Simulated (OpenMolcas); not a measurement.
Zr2+.

```yaml
Program: OpenMolcas 26.06
Method: RASSCF
Basis: ANO-RCC-VTZP [7s6p4d2f1g]
Scalar_Hamiltonian: DKH2, point nucleus
Active_space: 2 electrons in 9 orbitals (RAS2 4d 5s; RAS3 5p, at most 2 electrons)
State_averaging: 2S+1 = 3 even, 15 roots; 2S+1 = 1 even, 21 roots kept (CI in the orbitals of an earlier block); 2S+1 = 3 odd, 18 roots; 2S+1 = 1 odd, 18 roots kept (CI in the orbitals of an earlier block)
Spin-orbit_coupling: state interaction with AMFI integrals over the reference wave functions, term energies averaged over their components
```

Levels without dynamic correlation, in cm⁻¹ above 4d² ³F₂:

```
  Level      E
4d² ³P₀  10132
4d² ¹D₂   7190
4d² ¹G₄  14083
4d² ¹S₀  30805
```

On this reference, MS-RASPT2, IPEA 0.25 Eh, imaginary shift 0.1 Eh (closed shells correlated: 4s 4p) puts 4d² ³P₀ at 8470 cm⁻¹.

Task: Estimate the other levels at that method by one scale factor, and say how well it serves.

Result: The factor is 8470 / 10132 = 0.836. Scaled values beside those that MS-RASPT2 gives and measured ones (Moore, Atomic Energy Levels, vol. II, NSRDS-NBS 35 (1971 reprint of NBS Circular 467, 1952); NIST levels as listed in Rynkun, Gaigalas and Jonsson, Astron. Astrophys. 637, A10 (2020)):
```tsv
Level	Scaled	MS-RASPT2	Miss (%)	Measured
4d² ¹D₂	6011	5390	+11.5	5742
4d² ¹G₄	11773	11490	+2.5	11049
4d² ¹S₀	25753	23520	+9.5	23979
```
For these levels the scaled values miss MS-RASPT2 by up to 11.5 %, as correlation changes each term by its own factor, spin-orbit parts do not scale and CASPT2 has its own spread within terms. This holds within one configuration; levels of others move differently, and the target method has errors of its own against measurement.

CASPT2 does not keep the components of a term degenerate, so their means are used; among the terms shown or strongly mixed into the levels shown the widest spread is 700 cm-1 (4d² ¹G, MS-RASPT2). Terms from blocks run as CI alone lack orbitals of their own. Without dynamic correlation excited terms often stand tens of per cent too high (terms of higher spin than the ground term too low), and those without a measured partner can miss by more than the paired ones (holds for RASSCF). Computed and measured levels are paired by configuration, term and J; levels that our copy of the source lacks, or whose pairing is in doubt (as where it misses far off the trend of its configuration), stay unpaired and out of the deviations. Only configurations of the active space appear.
